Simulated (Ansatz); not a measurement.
Born–Oppenheimer molecular dynamics of a periodic cell of 20 atoms, O (contents 10 O2, density as packed 1.26 g/cm³ with natural masses). It goes on from the last frame of an earlier run, with new velocities.

These are results of DFT PBE, scalar-relativistic, plane waves, PAW (Ansatz), not measurements. Settings: accuracy low, cutoff 420 eV, k mesh 1x1x1, fermi-dirac smearing 0.05 eV, spin collinear.

| Item | Value |
| --- | --- |
| ensemble | NVT, Langevin thermostat |
| time step | 1 fs |
| steps asked | 400 |
| set temperature | 300 K |
| friction | 0.02 /fs |
| seed | 480141 |

Frames 20 fs apart, positions in Å, forces in eV/Å.

Velocities at 50.0 fs (Å/ps):

```
O -1.65 -3.62 4.39
O -0.11 -1.40 -3.29
O -0.11 -0.15 1.39
O -1.38 -5.42 3.47
O -1.93 -3.09 4.97
O -2.94 -1.43 -3.19
O 1.21 -7.65 -2.20
O 2.11 -0.27 -4.54
O 0.40 1.44 -2.21
O 0.11 1.75 -0.35
O -2.12 -4.39 -2.59
O 5.82 1.71 -5.60
O -2.79 -1.65 4.46
O -0.56 5.92 6.22
O 2.06 -1.86 -6.05
O 2.20 -0.77 6.98
O 2.64 6.99 -4.06
O 1.15 -2.58 0.43
O 8.14 -7.43 2.40
O 2.18 -1.65 -2.94
```

```xyz
20
Lattice="7.5067 0.0000 0.0000 0.0000 7.5067 0.0000 0.0000 0.0000 7.5067" Properties=species:S:1:pos:R:3:forces:R:3 time_fs=50.0 energy_less_start_eV=-0.098 T=249
O 7.909 3.798 6.941 -0.46 0.03 0.08
O 6.696 3.789 7.106 0.39 -0.04 0.17
O 6.260 3.948 4.455 0.16 -0.50 -0.70
O 6.372 2.998 3.684 0.01 0.62 0.43
O 1.171 1.172 5.621 0.23 0.53 0.98
O 0.965 0.657 4.555 -0.11 -0.57 -0.81
O 2.932 5.947 3.029 0.36 0.11 -0.03
O 1.786 5.588 3.190 -0.40 -0.18 0.04
O 4.135 1.308 0.764 -0.05 0.05 0.01
O 3.927 2.506 0.736 -0.03 0.15 -0.04
O 5.875 6.563 2.205 1.21 0.11 2.22
O 5.295 6.482 1.174 -1.08 -0.37 -2.05
O 3.765 2.746 4.748 -0.31 -0.22 -0.43
O 3.384 2.353 3.651 0.13 0.18 0.51
O 3.251 6.058 6.685 0.26 1.15 -0.56
O 2.882 5.006 7.125 -0.39 -1.20 0.55
O 8.047 1.115 2.066 -0.17 0.17 0.52
O 8.320 1.020 0.895 0.16 -0.12 -0.72
O 6.342 6.733 5.794 -0.80 0.53 0.11
O 5.381 7.494 5.922 0.89 -0.45 -0.26
20
Lattice="7.5067 0.0000 0.0000 0.0000 7.5067 0.0000 0.0000 0.0000 7.5067" Properties=species:S:1:pos:R:3:forces:R:3 time_fs=70.0 energy_less_start_eV=-0.137 T=211
O 7.916 3.750 6.959 -0.99 0.07 0.07
O 6.685 3.764 7.027 0.97 -0.07 0.20
O 6.256 3.925 4.393 0.05 0.52 0.02
O 6.347 2.905 3.749 0.12 -0.39 -0.33
O 1.110 1.126 5.618 0.46 0.91 2.10
O 0.905 0.686 4.535 -0.34 -1.00 -1.95
O 2.968 5.824 2.942 0.45 0.12 -0.03
O 1.801 5.550 3.115 -0.48 -0.15 0.06
O 4.137 1.324 0.761 -0.23 1.07 -0.02
O 3.920 2.537 0.729 0.17 -0.96 0.02
O 5.892 6.513 2.158 0.29 -0.03 0.66
O 5.402 6.492 1.054 -0.16 -0.16 -0.46
O 3.795 2.735 4.844 -0.44 -0.22 -0.53
O 3.322 2.422 3.755 0.23 0.19 0.61
O 3.276 5.992 6.618 0.19 0.95 -0.73
O 2.983 5.031 7.277 -0.31 -0.94 0.67
O 8.106 1.220 2.049 0.03 0.08 -0.39
O 8.307 1.020 0.862 -0.04 -0.05 0.20
O 6.362 6.577 5.821 -0.49 0.48 -0.06
O 5.534 7.483 5.796 0.52 -0.42 -0.09
20
Lattice="7.5067 0.0000 0.0000 0.0000 7.5067 0.0000 0.0000 0.0000 7.5067" Properties=species:S:1:pos:R:3:forces:R:3 time_fs=90.0 energy_less_start_eV=-0.187 T=298
O 7.875 3.750 6.908 -2.54 0.01 0.23
O 6.620 3.720 7.014 2.55 0.00 -0.06
O 6.296 3.953 4.249 0.05 0.70 0.09
O 6.311 2.839 3.785 0.10 -0.63 -0.34
O 1.125 1.054 5.611 0.35 0.58 1.63
O 0.936 0.692 4.490 -0.24 -0.69 -1.53
O 3.031 5.786 2.886 0.00 0.02 0.05
O 1.853 5.518 3.036 -0.05 -0.03 -0.01
O 4.209 1.362 0.810 -0.14 0.60 -0.06
O 3.984 2.561 0.685 0.10 -0.58 0.08
O 5.933 6.557 2.135 0.20 0.03 0.50
O 5.506 6.407 1.012 -0.09 -0.14 -0.35
O 3.786 2.762 4.922 -0.49 -0.22 -0.62
O 3.261 2.460 3.852 0.34 0.22 0.68
O 3.281 5.903 6.551 -0.18 -0.37 0.30
O 3.006 5.046 7.382 0.07 0.42 -0.38
O 8.146 1.311 1.992 0.04 0.06 -0.46
O 8.337 1.057 0.813 -0.05 -0.03 0.34
O 6.332 6.489 5.702 0.12 -0.21 -0.04
O 5.667 7.504 5.727 -0.16 0.27 -0.06
20
Lattice="7.5067 0.0000 0.0000 0.0000 7.5067 0.0000 0.0000 0.0000 7.5067" Properties=species:S:1:pos:R:3:forces:R:3 time_fs=110.0 energy_less_start_eV=-0.194 T=338
O 7.883 3.808 6.821 -2.81 -0.27 0.54
O 6.646 3.672 7.055 2.83 0.27 -0.51
O 6.298 4.026 3.995 0.05 1.61 0.22
O 6.281 2.850 3.780 0.04 -1.61 -0.35
O 1.150 0.944 5.651 0.09 0.03 -0.03
O 0.974 0.736 4.467 0.00 -0.16 -0.05
O 3.117 5.788 2.935 1.08 0.33 0.01
O 1.961 5.459 2.978 -1.12 -0.32 0.04
O 4.219 1.446 0.881 -0.06 0.56 -0.12
O 4.094 2.639 0.624 0.06 -0.67 0.19
O 5.982 6.597 2.123 0.36 0.38 1.31
O 5.684 6.262 1.011 -0.30 -0.40 -1.20
O 3.701 2.738 5.022 -0.29 -0.08 -0.46
O 3.190 2.544 3.924 0.28 0.13 0.47
O 3.360 5.798 6.537 -0.04 0.07 -0.11
O 3.037 5.029 7.423 -0.08 0.06 0.03
O 8.149 1.385 1.861 -0.12 0.32 0.46
O 8.379 0.987 0.744 0.11 -0.28 -0.39
O 6.272 6.503 5.574 0.97 -2.02 -0.36
O 5.757 7.557 5.758 -1.05 2.05 0.31
20
Lattice="7.5067 0.0000 0.0000 0.0000 7.5067 0.0000 0.0000 0.0000 7.5067" Properties=species:S:1:pos:R:3:forces:R:3 time_fs=130.0 energy_less_start_eV=-0.264 T=348
O 7.850 3.953 6.726 -2.81 -0.71 0.96
O 6.681 3.659 7.125 2.86 0.67 -1.00
O 6.328 4.071 3.773 0.09 1.52 0.04
O 6.264 2.877 3.720 -0.07 -1.54 -0.07
O 1.194 0.852 5.664 -0.02 -0.07 -0.64
O 1.048 0.727 4.455 0.04 -0.09 0.54
O 3.191 5.844 3.031 0.70 0.31 0.06
O 2.075 5.390 2.962 -0.76 -0.26 -0.04
O 4.224 1.452 0.895 0.00 -0.58 0.13
O 4.205 2.636 0.647 -0.04 0.46 -0.05
O 6.035 6.614 2.137 0.12 0.48 1.07
O 5.918 6.135 1.041 -0.11 -0.45 -0.98
O 3.467 2.727 5.065 0.01 0.03 -0.09
O 3.074 2.660 3.912 0.12 0.06 0.07
O 3.427 5.734 6.519 0.00 0.10 -0.16
O 3.038 5.044 7.442 -0.08 0.01 0.12
O 8.103 1.472 1.807 0.20 -0.32 -0.88
O 8.359 0.903 0.745 -0.18 0.36 0.98
O 6.212 6.543 5.510 0.00 -0.04 -0.02
O 5.784 7.642 5.808 -0.08 0.07 -0.02
20
Lattice="7.5067 0.0000 0.0000 0.0000 7.5067 0.0000 0.0000 0.0000 7.5067" Properties=species:S:1:pos:R:3:forces:R:3 time_fs=150.0 energy_less_start_eV=-0.283 T=358
O 7.743 4.085 6.657 -1.30 -0.56 0.64
O 6.696 3.665 7.178 1.46 0.47 -0.79
O 6.364 4.123 3.582 0.08 0.84 -0.05
O 6.268 2.924 3.674 -0.09 -0.88 0.10
O 1.209 0.762 5.634 -0.03 -0.13 -0.79
O 1.132 0.625 4.416 0.01 -0.05 0.77
O 3.303 5.932 3.058 -0.44 -0.20 -0.02
O 2.204 5.396 2.972 0.38 0.25 0.03
O 4.200 1.495 0.889 -0.10 -0.61 0.16
O 4.361 2.659 0.603 -0.02 0.48 -0.06
O 6.140 6.608 2.099 -0.02 0.36 0.54
O 6.177 5.995 1.058 -0.04 -0.23 -0.44
O 3.276 2.736 5.062 -0.01 0.04 -0.43
O 2.993 2.684 3.873 0.21 0.07 0.39
O 3.502 5.646 6.484 0.84 1.05 -2.09
O 3.079 5.144 7.471 -0.92 -0.97 2.06
O 8.060 1.529 1.777 0.21 -0.49 -0.87
O 8.283 0.815 0.797 -0.14 0.55 0.90
O 6.244 6.647 5.522 0.17 -0.48 -0.17
O 5.740 7.694 5.857 -0.27 0.48 0.12
20
Lattice="7.5067 0.0000 0.0000 0.0000 7.5067 0.0000 0.0000 0.0000 7.5067" Properties=species:S:1:pos:R:3:forces:R:3 time_fs=170.0 energy_less_start_eV=-0.135 T=367
O 7.702 4.233 6.581 0.24 0.03 -0.17
O 6.819 3.630 7.154 -0.07 -0.21 -0.04
O 6.367 4.131 3.391 0.09 1.01 -0.22
O 6.282 2.973 3.705 -0.10 -1.07 0.33
O 1.199 0.702 5.558 -0.03 -0.20 -0.92
O 1.189 0.537 4.338 -0.06 -0.01 0.97
O 3.384 6.019 3.102 -0.84 -0.47 -0.14
O 2.322 5.423 2.914 0.79 0.50 0.16
O 4.201 1.492 0.868 0.17 1.28 -0.32
O 4.388 2.676 0.554 -0.29 -1.36 0.40
O 6.144 6.594 1.967 -0.25 0.60 0.82
O 6.423 5.917 1.013 0.13 -0.42 -0.67
O 3.180 2.627 5.058 0.46 0.07 1.53
O 2.933 2.659 3.888 -0.20 0.15 -1.58
O 3.541 5.616 6.474 1.51 1.02 -3.46
O 3.073 5.305 7.500 -1.57 -0.99 3.42
O 7.960 1.621 1.695 0.54 -1.45 -1.43
O 8.253 0.726 0.871 -0.40 1.53 1.41
O 6.277 6.692 5.550 -0.03 -0.13 -0.09
O 5.722 7.697 5.949 -0.09 0.14 0.01
20
Lattice="7.5067 0.0000 0.0000 0.0000 7.5067 0.0000 0.0000 0.0000 7.5067" Properties=species:S:1:pos:R:3:forces:R:3 time_fs=190.0 energy_less_start_eV=-0.137 T=283
O 7.663 4.396 6.535 0.62 0.47 -0.44
O 6.958 3.528 6.985 -0.50 -0.66 0.23
O 6.376 4.103 3.245 0.11 1.28 -0.53
O 6.293 3.014 3.735 -0.13 -1.35 0.65
O 1.163 0.594 5.494 0.05 0.02 0.31
O 1.155 0.429 4.292 -0.05 -0.14 -0.29
O 3.425 6.048 3.125 -1.92 -1.17 -0.58
O 2.390 5.413 2.807 1.86 1.21 0.62
O 4.126 1.440 0.818 0.16 1.11 -0.18
O 4.337 2.636 0.587 -0.23 -1.13 0.24
O 6.055 6.561 1.837 -0.30 0.35 0.49
O 6.585 5.942 0.945 0.15 -0.27 -0.33
O 3.176 2.557 5.014 0.26 0.02 0.50
O 2.836 2.694 3.861 -0.05 0.12 -0.52
O 3.585 5.577 6.435 1.47 0.50 -2.72
O 3.011 5.374 7.444 -1.51 -0.50 2.68
O 7.856 1.702 1.600 0.46 -1.18 -0.79
O 8.191 0.705 0.942 -0.26 1.29 0.79
O 6.282 6.739 5.588 -0.12 -0.11 -0.13
O 5.676 7.705 6.010 -0.07 0.13 0.00
20
Lattice="7.5067 0.0000 0.0000 0.0000 7.5067 0.0000 0.0000 0.0000 7.5067" Properties=species:S:1:pos:R:3:forces:R:3 time_fs=210.0 energy_less_start_eV=-0.084 T=315
O 7.623 4.479 6.435 0.42 0.54 -0.31
O 7.146 3.418 6.756 -0.33 -0.69 0.21
O 6.324 4.136 3.188 0.05 1.88 -1.14
O 6.304 3.122 3.807 -0.05 -1.99 1.20
O 1.094 0.520 5.502 0.15 0.13 0.45
O 1.124 0.276 4.316 -0.02 -0.15 -0.48
O 3.443 6.085 3.160 -2.15 -1.23 -0.82
O 2.411 5.488 2.751 2.08 1.22 0.87
O 4.072 1.350 0.802 0.05 0.99 -0.01
O 4.196 2.574 0.732 -0.10 -0.96 0.07
O 5.942 6.498 1.790 -0.57 0.44 0.78
O 6.618 6.090 0.882 0.40 -0.57 -0.65
O 3.193 2.473 5.043 0.04 0.09 -0.13
O 2.770 2.663 3.915 0.11 0.04 0.11
O 3.627 5.554 6.413 0.91 0.25 -1.41
O 2.952 5.344 7.376 -0.95 -0.27 1.38
O 7.906 1.714 1.541 0.36 -1.22 -0.72
O 8.159 0.670 0.919 -0.11 1.48 0.80
O 6.266 6.808 5.657 -0.72 0.66 0.17
O 5.649 7.779 6.090 0.42 -0.64 -0.38
20
Lattice="7.5067 0.0000 0.0000 0.0000 7.5067 0.0000 0.0000 0.0000 7.5067" Properties=species:S:1:pos:R:3:forces:R:3 time_fs=230.0 energy_less_start_eV=-0.042 T=269
O 7.576 4.547 6.385 0.06 -0.21 -0.08
O 7.300 3.369 6.532 0.04 0.08 0.08
O 6.265 4.161 3.178 -0.05 0.51 -0.36
O 6.356 3.157 3.843 0.02 -0.66 0.35
O 1.031 0.456 5.543 0.23 0.12 0.23
O 1.102 0.208 4.356 -0.01 -0.07 -0.27
O 3.489 6.122 3.160 -2.67 -1.43 -0.78
O 2.414 5.534 2.826 2.58 1.39 0.81
O 4.043 1.305 0.803 -0.08 -0.18 0.07
O 4.127 2.517 0.788 0.02 0.24 0.00
O 5.923 6.472 1.851 -0.12 0.23 0.24
O 6.526 6.203 0.834 -0.01 -0.36 -0.13
O 3.257 2.328 5.034 0.15 0.00 0.18
O 2.801 2.626 3.948 -0.03 0.11 -0.20
O 3.672 5.511 6.420 0.14 -0.01 -0.24
O 2.876 5.353 7.322 -0.17 -0.02 0.24
O 7.968 1.782 1.501 0.48 -2.29 -1.16
O 8.176 0.674 0.933 -0.23 2.55 1.26
O 6.181 6.892 5.647 -0.49 0.29 0.03
O 5.657 7.866 6.167 0.14 -0.27 -0.28
20
Lattice="7.5067 0.0000 0.0000 0.0000 7.5067 0.0000 0.0000 0.0000 7.5067" Properties=species:S:1:pos:R:3:forces:R:3 time_fs=250.0 energy_less_start_eV=-0.119 T=255
O 7.528 4.575 6.356 0.02 -0.64 -0.01
O 7.417 3.359 6.461 0.11 0.54 0.07
O 6.240 4.224 3.195 -0.21 1.35 -1.04
O 6.386 3.270 3.895 0.18 -1.60 1.02
O 1.061 0.455 5.583 0.14 0.08 0.33
O 1.044 0.173 4.405 0.02 -0.08 -0.39
O 3.521 6.131 3.164 -1.14 -0.57 -0.27
O 2.492 5.544 2.811 0.96 0.54 0.35
O 4.050 1.276 0.833 -0.05 0.25 0.07
O 4.138 2.494 0.840 -0.01 -0.20 0.00
O 5.874 6.435 1.897 0.14 0.23 -0.20
O 6.350 6.196 0.801 -0.10 -0.12 0.20
O 3.330 2.236 5.010 0.00 0.10 -0.15
O 2.908 2.599 3.924 0.08 -0.01 0.13
O 3.735 5.487 6.404 -0.68 -0.21 0.63
O 2.905 5.282 7.290 0.61 0.16 -0.63
O 8.045 1.861 1.482 0.37 -2.43 -1.06
O 8.206 0.719 0.965 -0.24 2.53 1.17
O 6.087 6.925 5.615 -0.16 -0.08 -0.18
O 5.631 7.946 6.090 -0.06 0.13 -0.05
```

Of the whole run (400 fs, mean temperature of the second half 328 K): A run of 0.4 ps of so small a system gives no equilibrium averages. Limits of this set-up: coarse k mesh, low accuracy level.

Time of the run: 19 min on 1 thread of Intel(R) Xeon(R) 6975P-C (Granite Rapids), on a shared host, peak memory 0.59 GiB.
